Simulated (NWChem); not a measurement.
Molecule: BeHOCl; SMILES [Cl][Be][OH]

```xyz
4

Be     0.0037     0.5854     0.0000
Cl     0.0073    -1.2321     0.0000
O      0.0605     1.9936     0.0000
H     -0.6233     2.6547     0.0000
```
Atoms are numbered in this order, from 1.

Computed with NWChem. Pople sets run with spherical d functions. Medium grid unless said otherwise, to which SCAN and Minnesota functionals are sensitive. Coordinates come from a PBE0-D3(BJ)/def2-TZVP optimisation.

Problem. Among these, which level gives the highest value of “dipole (D)”?
(A) N12/6-31G*
(B) MN15/6-31G*
(C) PBE/6-31G*
(D) PW6B95/6-31G*

Solution. B, MN15/6-31G*. Values: N12/6-31G* 2.34; PW6B95/6-31G* 2.34; PBE/6-31G* 2.35; MN15/6-31G* 2.45
